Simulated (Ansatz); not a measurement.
Ansatz results at the PBE0-D4/def2-TZVP geometry: HOMO–LUMO gap (ωB97M-V/def2-TZVPP) 11.49 eV; HOMO energy (PBE/def2-TZVPP) -6.68 eV; LUMO energy (PBE0/def2-TZVPP) -0.78 eV.

Each molecule was computed in one conformer, which needn't be the lowest.

Question: Which molecule gave them?
A. `C[SiH](F)N[SiH](Cl)Cl`
B. `CO[SiH2]C#C[SiH](C)OC`
C. `O[SiH](O)/C=[CH]\[GeH3]`
D. `O[Si](O)(Cl)[SiH](F)Cl`

Answer: B. The others give `O[Si](O)(Cl)[SiH](F)Cl`: 11.51, -7.02, -0.68; `O[SiH](O)/C=[CH]\[GeH3]`: 11.15, -6.82, -1.02; `C[SiH](F)N[SiH](Cl)Cl`: 12.88, -7.12, 0.28.
